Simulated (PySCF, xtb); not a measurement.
ZnCl, SMILES [Cl][Zn] (connectivity only; charge and spin as stated), neutral, multiplicity 2.

Harmonic wavenumbers (cm⁻¹) from GFN2-xTB in xtb at its own minimum, in rising order: 248.

What does PBE0-D3(BJ)/def2-TZVP (PySCF) give at its own minimum? (The exact figures need the calculation; the answer reports its results.)

371. Paired by order, the mean absolute difference is 123 cm⁻¹ and the zero-point energies are 0.4 and 0.5 kcal/mol.
